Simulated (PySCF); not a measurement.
# A series of derivatives of C=CC(C=O)C[SiH3]

Parent skeleton `[CH2:1]=[CH:2][CH:3]([CH:4]=[O:5])[CH2:6][SiH3:7]`; one hydrogen on atom 3 is replaced by X. Hydrogens on one atom are averaged.

All values are calculated (PySCF): GFN2-xTB geometry, σ from GIAO-PBE0/pcSseg-1. Averaged over atoms made equivalent by symmetry, fast rotation or ring inversion, non-relativistic, isolated molecule, one computed conformer.

References, each an isolated molecule treated in the same way: 13C and 29Si and 1H vs TMS; 17O vs H2O.

Known members:
| X | C1 | C2 | C3 | C4 | O5 | C6 | Si7 | H(C1) | H(C2) |
| --- | --- | --- | --- | --- | --- | --- | --- | --- | --- |
| F | 132.8 | 151.3 | 100.0 | 219.0 | 677.7 | 20.9 | -79.6 | 5.82 | 6.26 |

Four more derivatives gave (δ, ppm):
| compound | C1 | C2 | C3 | C4 | O5 | C6 | Si7 | H(C1) | H(C2) |
| --- | --- | --- | --- | --- | --- | --- | --- | --- | --- |
| 1 | 123.1 | 153.0 | 58.2 | 209.1 | 682.4 | 11.9 | -80.3 | 5.32 | 6.32 |
| 2 | 128.1 | 143.8 | 61.9 | 201.0 | 674.2 | 17.5 | -73.2 | 5.57 | 6.30 |
| 3 | 122.6 | 142.2 | 84.7 | 208.5 | 625.3 | 22.4 | -79.9 | 5.85 | 6.12 |
| 4 | 126.0 | 150.6 | 55.5 | 206.2 | 658.8 | 12.9 | -78.8 | 5.68 | 5.56 |

**Question.** Their substituents are CH2Cl, CH2SiH3, CHF2, OSiH3. Which is which?

**Answer.** 1: X = CH2Cl (C=C[C@@](C=O)(C[SiH3])CCl); 2: X = CHF2 (C=C[C@](C=O)(C[SiH3])C(F)F); 3: X = OSiH3 (C=C[C@@](C=O)(C[SiH3])O[SiH3]); 4: X = CH2SiH3 (C=CC(C=O)(C[SiH3])C[SiH3]).

Unscaled 17O shifts of doubly bonded oxygen tend to come out too high, by tens of ppm or more. Experimental scales use liquid or dissolved standards, which lie at an offset from isolated H2O (liquid H2O: subtract about 36 ppm).
